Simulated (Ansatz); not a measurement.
Gas-phase reaction (SMILES): CCCCCO → CCC[CH]CO + H atom; the C-H bond at the site shown breaks (other sites are not compared here).

Structures are relaxed separately at B3LYP-D3(BJ)/def2-TZVP in Ansatz (an electronic-structure program), one conformer each, not searched for the lowest. Cores are frozen in the correlated levels unless marked. UHF or UKS for open shells. No spin-orbit coupling. No relativistic terms. CBS marks a two-point X^-3 extrapolation of the correlation energy; Hartree-Fock from the larger set. [CCSD(T)-MP2]/basis is that difference in the basis named. Thermal terms are rigid-rotor harmonic-oscillator values from B3LYP-D3(BJ) frequencies (Ansatz) at 298.15 K and 1 atm. 1 Eh = 627.5095 kcal/mol. Atoms have translation alone.

```json
[
 {"species": "CCCCCO", "E, RI-MP2/CBS(cc-pVTZ,cc-pVQZ)+[CCSD(T)-MP2]/cc-pVTZ (Ansatz) (Eh)": "-272.66002", "E, PBE/def2-TZVPD (Ansatz) (Eh)": "-272.71745", "H - E (Eh)": "0.17431"},
 {"species": "CCC[CH]CO", "E, RI-MP2/CBS(cc-pVTZ,cc-pVQZ)+[CCSD(T)-MP2]/cc-pVTZ (Ansatz) (Eh)": "-271.98865", "E, PBE/def2-TZVPD (Ansatz) (Eh)": "-272.05726", "H - E (Eh)": "0.16014"},
 {"species": "H atom", "E, RI-MP2/CBS(cc-pVTZ,cc-pVQZ)+[CCSD(T)-MP2]/cc-pVTZ (Ansatz) (Eh)": "-0.49995", "E, PBE/def2-TZVPD (Ansatz) (Eh)": "-0.49962", "H - E (Eh)": "0.00236"}
]
```

Question: Work out ΔE and ΔH at 298.15 K at the first level, then ΔH at the second.

Answer: 
1. ΔE = [(-271.98865) + (-0.49995)] - [(-272.66002)] = 0.17142 Eh = 107.6 kcal/mol at RI-MP2/CBS(cc-pVTZ,cc-pVQZ)+[CCSD(T)-MP2]/cc-pVTZ.
2. The terms H - E add up to -0.01181 Eh, so ΔH = (0.17142 + (-0.01181))×627.5095 = 100.2 kcal/mol.
3. At PBE/def2-TZVPD the same steps give ΔE = 100.8 and ΔH = 93.3 kcal/mol, a shift of -6.9 from the first level.
4. These values are not checked against measurement here, since the tables used lack a sound gas-phase enthalpy of formation for at least one species.
